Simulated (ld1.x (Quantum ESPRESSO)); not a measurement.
## Logarithmic derivatives: lead, ultrasoft

```
Element                 : Pb (Z = 82)
Generator               : ld1.x (Quantum ESPRESSO) 7.5
Type                    : ultrasoft
Functional              : LDA (PZ)
Relativity              : non-relativistic
Frozen core             : [Xe] 4f14 5d10
Valence charge          : 4
Reference configuration : 6s2 6p2
Partial waves           : 6s (bound): rcut 2.40, rcutus 2.55 bohr; 6s channel at 1.6 Ry: rcut 2.40, rcutus 2.55 bohr; 6p (bound): rcut 2.40, rcutus 2.60 bohr; 6p channel at 0.1 Ry: rcut 2.40, rcutus 2.60 bohr; 6d channel at 0.35 Ry: rcut 2.25, rcutus 2.60 bohr
Local potential         : all-electron potential smoothed inside 2.00 bohr (lloc = -1)
Core correction         : none
Augmentation charge     : built from norm-conserving waves at rcut, not smoothed further
```

The phase is arctan(r·u′/u) with u = r·R(r), unwrapped; energies in Ry, scanned from -3 to 5 Ry. A pole is an energy at which the radial function vanishes at the test radius. The pseudo phase is shifted by a multiple of π to meet the all-electron one at the reference energy, and phase errors are pseudo minus all-electron; the curves can meet again beyond the range given. Levels narrower than the energy grid can be missing from the lists of poles.

Task: For each channel, where are the poles, and over which energies does the pseudopotential scatter like the atom?

Result:

```csv
channel,radius (bohr),reference energy (Ry),"poles, all-electron","poles, pseudo",unbroken range about the reference energy with phases within 0.05 rad,phase error 1 Ry above the reference energy (rad)
s,2.86,-0.71,0.51,"-0.80, 1.05, 2.39",-0.7 to -0.6,+0.120
p,2.86,-0.28,1.55,"1.57, 5.00",below 3.9,+0.001
d,2.86,0.35,"-1.73, 3.69",1.54,-1.2 to 0.7,-0.672
```

A Bessel basis up to 400 Ry misses an occupied level by 0.64 Ry, so cutoffs and ghosts were not judged.

Phases in the s channel:

| E (Ry) | all-electron | pseudo |
| --- | --- | --- |
| -3.00 | 1.310 | 4.402 |
| -2.76 | 1.290 | 4.371 |
| -2.52 | 1.264 | 4.330 |
| -2.28 | 1.231 | 4.273 |
| -2.04 | 1.184 | 4.192 |
| -1.80 | 1.115 | 4.066 |
| -1.56 | 1.001 | 3.854 |
| -1.32 | 0.784 | 3.478 |
| -1.08 | 0.307 | 2.913 |
| -0.84 | -0.498 | 2.345 |
| -0.60 | -1.039 | -0.997 |
| -0.36 | -1.284 | -1.184 |
| -0.12 | -1.411 | -1.296 |
| 0.12 | -1.490 | -1.370 |
| 0.36 | -1.544 | -1.424 |
| 0.60 | -1.585 | -1.468 |
| 0.84 | -1.619 | -1.511 |
| 1.08 | -1.649 | -1.586 |
| 1.32 | -1.678 | -4.501 |
| 1.56 | -1.706 | -4.638 |
| 1.80 | -1.736 | -4.671 |
| 2.04 | -1.770 | -4.691 |
| 2.28 | -1.809 | -4.706 |
| 2.52 | -1.859 | -4.719 |
| 2.76 | -1.925 | -4.731 |
| 3.00 | -2.021 | -4.742 |
| 3.24 | -2.171 | -4.751 |
| 3.48 | -2.435 | -4.761 |
| 3.72 | -2.907 | -4.770 |
| 3.96 | -3.516 | -4.779 |
| 4.20 | -3.954 | -4.788 |
| 4.44 | -4.196 | -4.797 |
| 4.68 | -4.335 | -4.806 |
| 4.92 | -4.423 | -4.816 |
